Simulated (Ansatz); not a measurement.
A geometry relaxed with B3LYP-D3(BJ)/def2-TZVP in Ansatz (a first-principles code), charge 0, multiplicity 1:

```xyz
8

H     -1.7542     0.2737    -0.4483
H     -0.7911    -1.2056    -0.5253
N      0.3004     0.5530    -0.2462
H      0.2259     1.5325    -0.0149
N      2.5215    -0.4821     0.1937
C     -0.9039    -0.2506    -0.0161
H     -1.0906    -0.4339     1.0454
C      1.4920     0.0130     0.0119
```

**Question.** Write the SMILES of this molecule.

**Answer.** `CNC#N`
